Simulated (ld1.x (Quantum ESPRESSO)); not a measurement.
PBE PAW dataset for Re, scalar-relativistic all-electron reference.

rhenium, PAW, made with ld1.x (Quantum ESPRESSO) 7.5 (PBE, scalar-relativistic). Core [Kr] 4d10 4f14, reference 5s2 5p6 5d5 6s1.75 6p0 (charge +0.25). Waves: 5s (bound): rcut 1.35, rcutus 1.55 bohr; 6s (bound): rcut 1.35, rcutus 1.55 bohr; 5p (bound): rcut 1.60, rcutus 1.80 bohr; 6p (bound, empty): rcut 1.60, rcutus 1.80 bohr; 5d (bound): rcut 2.50, rcutus 2.85 bohr; 5d channel at 0.4 Ry: rcut 2.50, rcutus 2.85 bohr. Local part: all-electron potential smoothed inside 1.60 bohr (lloc = -1). Core correction: a·sin(br)/r model core inside 0.75 bohr. Augmentation charge: GAUSS, radius 0.95 bohr.

Poles of the logarithmic derivatives, all-electron (AE) and pseudo (PS). s: poles at -6.4, 0.6 (AE) and -6.4, 0.6, 2.2 (PS) Ry. p: poles at -3.6, 1.9 (AE) and -3.6, 1.9 (PS) Ry. d: poles at -0.3, 4.1 (AE) and -0.3, 1.1 (PS) Ry. Test radius 3.08 bohr.

- Configuration tests: test run stopped at test 1 of 7 (negative rho)
- Lowest eigenvalue of the overlap operator: -8.58 (d channel); it is negative, so in a basis up to 400 Ry S is not positive definite and the file is unfit for use

The ghost test of this file was not conclusive. Its overlap operator is not positive definite in a basis up to 400 Ry (lowest eigenvalue s -0.05, p -0.01, d -8.58), so the file is unfit for use: the generalised eigenproblem breaks down once the basis is large enough, and its test numbers describe a broken file.
